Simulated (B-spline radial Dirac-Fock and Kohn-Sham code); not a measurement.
## Satellites and hypersatellites of the K lines of Se³⁺

System: the Se³⁺ ion, [Ar] 3d10 4s2 4p1, inside a Watson sphere of charge -3 and radius 2.7 Å (a model of the Madelung potential; inside it an electron's potential energy is raised by 16.0 eV).

Calculated with a B-spline atomic structure program, using ΔSCF Dirac-Fock with Breit, self-energy and vacuum polarisation, finite nucleus, configuration average. Each two-hole energy is an average over J within one jj subconfiguration, not an observable level; in light atoms, where LS coupling holds, the j-resolved values are not observed lines, and for a K spectator the Kα1 hypersatellite is nearly forbidden. No correlation.

Lines without a spectator: Kα2 (K-L2) 11181.2 eV, Kα1 (K-L3) 11222.2 eV, Kβ3 (K-M2) 12488.0 eV, Kβ1 (K-M3) 12493.9 eV. Shifts in eV with one spectator hole (a dash: not computed, or left out as unreliable):

| spectator hole | Kα2 | Kα1 | Kβ3 | Kβ1 |
| --- | --- | --- | --- | --- |
| K (1s) | +366.5 | +371.6 | +460.5 | +461.4 |
| L2 (2p1/2) | +36.4 | +44.8 | – | +98.0 |
| L3 (2p3/2) | +39.7 | +38.5 | +92.6 | – |
| M2 (3p1/2) | – | +3.72 | +8.33 | +10.69 |
| M3 (3p3/2) | +3.19 | – | +9.78 | +9.25 |
| M4 (3d3/2) | -0.06 | -1.35 | – | – |
| M5 (3d5/2) | -1.49 | -0.64 | – | – |
